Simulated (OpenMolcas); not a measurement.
W4+ in a point-charge field

W4+ among 6 point charges of -1.7 e arranged as a tetragonal octahedron (D4h), 1.93 Å from the ion, with the axial distance 2.219 Å.
```
   1.9300    0.0000    0.0000  -1.70
   0.0000    1.9300    0.0000  -1.70
  -1.9300    0.0000    0.0000  -1.70
   0.0000   -1.9300    0.0000  -1.70
   0.0000    0.0000    2.2195  -1.70
   0.0000    0.0000   -2.2195  -1.70
```

```yaml
Program: OpenMolcas 26.06
Method: "SS-CASPT2, IPEA 0.25 Eh, imaginary shift 0.1 Eh (closed shells correlated: 4f 5s 5p)"
Basis: ANO-RCC-VDZP [7s6p4d2f1g]
Scalar_Hamiltonian: DKH2, point nucleus
Active_space: 2 electrons in 5 orbitals (5d)
State_averaging: 2S+1 = 3 even, 10 roots; 2S+1 = 1 even, 15 roots
Spin-orbit_coupling: state interaction with AMFI integrals over the reference wave functions
```

The lowest spin-free states (labels of D4, the rotations of D4h), above the lowest:

```tsv
State	Degeneracy	E (cm-1)	Free-ion L (%)
3A2	1	0	F (89)
3E	2	3670	F (98)
1B2	1	8960	D (70)
1B1	1	9700	D (55)
3B2	1	12190	F (100)
3E	2	12630	F (70)
1A1	1	13920	G (60)
1E	2	14210	D (58)
1E	2	21740	G (87)
1B2	1	22350	G (70)
3E	2	22740	P (68)
1A1	1	24240	G (65)
3B1	1	28000	F (100)
1E	2	31160	G (70)
3A2	1	32330	P (89)
1A1	1	36790	G (43)
1A2	1	38250	G (100)
1B1	1	38280	G (55)
1A1	1	61180	S (57)
```

The lowest levels with spin-orbit coupling:

```
E (cm-1)  Degeneracy  Label      2S+1               g
       0           1     A1         3                
    1270           2      E         3  0.00 0.00 2.82
    2460           1     B1  3 (89 %)                
    3740           1     B2  3 (84 %)                
    7740           2      E         3  0.00 0.00 0.68
    8480           1     A2         3                
   10280           1     A1         3                
   10300           1     B2  3 (54 %)                
   13450           1     B1  1 (67 %)                
   14310           2      E  3 (73 %)  0.00 0.00 2.67
   15920           1     B1         3                
   16000           1     A1  3 (73 %)                
   17340           2      E         3  0.00 0.00 0.42
   17400           1     A2         3                
   18710           1     A1  1 (66 %)                
   19380           2      E  1 (54 %)  0.00 0.00 0.91
   19630           1     B1         3                
   19740           1     B2  3 (60 %)                
   25120           1     B2  1 (65 %)                
   25830           2      E  1 (55 %)  0.00 0.00 0.64
```

Powder χT (cm3 K/mol): 0 at 2 K, 0.00109 at 10 K, 0.00545 at 50 K, 0.0109 at 100 K, 0.0218 at 200 K, 0.0339 at 300 K. The effective moment at 300 K is 2.828 √(χT) = 0.52 μB.

The lowest level has 2S+1 = 3, for which the spin-only value is χT = S(S+1) / 2 = 1.000 cm3 K/mol (g = 2). The computed 0.034 at 300 K differs by -0.966, through orbital momentum, spin-orbit coupling and any other state in reach.

Spin-orbit coupling mixes the spin-free states strongly: the lowest level takes only 67 % from its leading state, 3A2. Free-ion shares, where given, are those of the reference states; single-state CASPT2 does not remix them. This is an electrostatic model: the charges have no orbitals. No measured value stands beside these numbers.

With an even number of electrons the g values are those of a degenerate or nearly degenerate non-Kramers pair.
